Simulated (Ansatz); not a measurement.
Coupled-cluster diagnostics for AsH2Me (CH5As), Ansatz.

Geometry of the singlet (PBE0-D4/def2-TZVP):

| atom | x (Å) | y (Å) | z (Å) |
| --- | --- | --- | --- |
| As1 | -0.408 | 1.033 | -0.626 |
| H2 | -1.809 | 0.647 | -0.165 |
| H3 | -0.144 | 1.807 | 0.660 |
| C4 | 0.461 | -0.637 | -0.036 |
| H5 | 0.189 | -1.432 | -0.730 |
| H6 | 0.170 | -0.920 | 0.974 |
| H7 | 1.542 | -0.497 | -0.077 |

Correlated methods freeze 10 core orbitals; core or outer-core shells of As are correlated, in sets that lack core-valence functions.

**Question.** Estimate the CCSD(T) correlation energy, the shares of MP2 and (T), T1 and the reference's ⟨S²⟩ for: charge 0, singlet, own geometry in def2-TZVPP; charge 0, singlet, own geometry in def2-TZVPD; charge 1, doublet, vertical in def2-TZVPP; charge -1, doublet, vertical in def2-TZVPD; and the rough time on 4 threads of Arm Neoverse V1 on a shared host.

**Answer.** 
```csv
state,basis,correlation (eV),MP2 share (%),(T) share (%),T1,⟨S²⟩ (pure),wall time,remarks
"charge 0, singlet, own geometry",def2-TZVPP,-13.779,91.3,3.4,0.010,0.00 (0.00),11 s,–
"charge 0, singlet, own geometry",def2-TZVPD,-13.512,90.8,3.4,0.011,0.00 (0.00),8 s,–
"charge 1, doublet, vertical",def2-TZVPP,-12.780,90.7,3.4,0.012,0.76 (0.75),45 s,–
"charge -1, doublet, vertical",def2-TZVPD,-14.045,90.9,3.8,0.021,0.75 (0.75),41 s,HOMO above zero
```
Customary marks for T1 are 0.02 (closed shells), 0.045 (open shells) and about 0.05 (3d metals). T1 exceeds 0.02 in 1 of 4 rows and 0.045 in 0; the higher it lies, the less the single-reference result can be trusted.
